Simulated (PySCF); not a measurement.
5-methylidene-2H-1,3-oxazole (C4H5NO), SMILES O1CN=CC1=C.

Coordinates come from a ωB97X-D3(BJ)/def2-SVP optimisation. Other conformers were not sampled.

Level of theory: TDA-PBE/def2-SVPD (PySCF).

Vertical excitations. The molecule is in vacuum. State labels are in the subgroup Cs.

| state | symmetry | energy (eV) | λ (nm) | f | main pairs |
|---|---|---|---|---|---|
| S1 | A' | 4.39 | 282 | 0.180 | HOMO→LUMO 84 % |
| S2 | A" | 5.00 | 248 | 0.004 | HOMO−1→LUMO 99 % |
| S3 | A" | 5.75 | 216 | 0.022 | HOMO→LUMO+1 100 % |
| S4 | A" | 6.31 | 196 | 0.000 | HOMO→LUMO+3 100 % |
| S5 | A" | 6.72 | 185 | 0.001 | HOMO−3→LUMO 99 % |
| S6 | A" | 6.88 | 180 | 0.009 | HOMO→LUMO+4 100 % |
| S7 | A' | 6.94 | 179 | 0.142 | HOMO→LUMO+2 54 %, HOMO−4→LUMO 28 % |
| S8 | A' | 7.04 | 176 | 0.017 | HOMO−1→LUMO+1 94 % |
| S9 | A" | 7.16 | 173 | 0.002 | HOMO→LUMO+5 97 % |
| S10 | A' | 7.33 | 169 | 0.202 | HOMO−2→LUMO 49 %, HOMO−4→LUMO 15 %, HOMO−1→LUMO+3 11 %, HOMO→LUMO+7 8 % |
| T1 | A' | 2.86 | 434 | 0 | HOMO→LUMO 98 % |
| T2 | A" | 4.21 | 294 | 0 | HOMO−1→LUMO 100 % |
| T3 | A' | 5.18 | 239 | 0 | HOMO−2→LUMO 87 % |
| T4 | A" | 5.65 | 219 | 0 | HOMO→LUMO+1 100 % |
Triplets are in the Tamm–Dancoff approximation.
